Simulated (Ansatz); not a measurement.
H3Sb (SMILES [SbH3]), charge 0, multiplicity 1, relaxed at each level with Ansatz (an electronic-structure program); harmonic frequencies from differences of analytic forces, average atomic masses, frozen cores. Elements past Kr take the def2 small-core potentials, without spin–orbit coupling.

Question: Give the equilibrium geometry, the harmonic frequencies and the zero-point energy at PBE0/def2-TZVPP.

Answer: 
(charge 0, multiplicity 1):
| atom | x (Å) | y (Å) | z (Å) |
|---|---|---|---|
| Sb | 0.0002 | 0.0003 | 0.0507 |
| H | -0.5696 | 1.2883 | -0.9147 |
| H | -0.8401 | -1.1413 | -0.9015 |
| H | 1.3993 | -0.1608 | -0.9149 |
Frequencies (cm⁻¹): 802, 844, 844, 1966, 1973, 1973. Zero-point energy 12.01 kcal/mol.

Question: Give the equilibrium geometry, the harmonic frequencies and the zero-point energy at CCSD(T)/def2-TZVPP.

Answer: 
(charge 0, multiplicity 1):
```xyz
4

Sb     0.00018     0.00023     0.04593
H     -0.57453     1.29960    -0.91320
H     -0.84738    -1.15119    -0.89981
H      1.41151    -0.16214    -0.91340
```
Frequencies (cm⁻¹): 810, 851, 851, 1965, 1966, 1966. Zero-point energy 12.02 kcal/mol.
